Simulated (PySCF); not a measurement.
Delta-SCF ions had no search for a lower state. Excitations are Tamm–Dancoff values on a coarser integration grid. The basis has no diffuse functions, so Rydberg states are missing or too high.

**C8H10SSi, SMILES `c1cc(c(cc1S)[SiH3])C=C` (C–C–C–C torsion 16°, C–C–S–H torsion -2°) (charge 0, multiplicity 1)**

Computed with PySCF 2.14.0 with ωB97X-D3(BJ)/def2-TZVP // B3LYP-D3(BJ)/def2-SVP.

```json
{
 "HOMO": "-8.29 eV",
 "dipole_moment": "0.340 e·Å",
 "HOMO–LUMO gap": "8.80 eV",
 "LUMO": "0.51 eV",
 "S1 excitation (TDA)": "4.83 eV",
 "S1 oscillator strength": "0.011",
 "brightest of the four lowest singlets (TDA)": "4.95 eV",
 "T1 excitation (TDA)": "3.13 eV",
 "S1–T1 gap (TDA)": "1.70 eV",
 "vertical ionisation energy (Delta-SCF)": "7.99 eV",
 "vertical electron affinity (Delta-SCF)": "-0.15 eV",
 "total_energy": "-998.8532 Ha",
 "cost": "roughly 26 core-minutes"
}
```

```xyz
20

C     -2.0198    -2.4014     0.4316
C     -1.6379    -1.2529    -0.1469
C     -0.3496    -0.5595     0.0170
C      0.7666    -1.2153     0.5670
C      1.9856    -0.5694     0.7399
C      2.1306     0.7729     0.3585
S      3.6488     1.6772     0.5342
C      1.0285     1.4382    -0.1992
C     -0.2052     0.7959    -0.3796
Si    -1.6214     1.8023    -1.1193
H     -3.0032    -2.8308     0.2281
H     -1.3803    -2.9483     1.1298
H     -2.3580    -0.7640    -0.8127
H      0.6863    -2.2659     0.8532
H      2.8306    -1.1161     1.1651
H      4.3609     0.6813     1.1062
H      1.1411     2.4839    -0.4979
H     -2.1155     1.2040    -2.3952
H     -1.1090     3.1744    -1.3972
H     -2.7792     1.8935    -0.1826
```
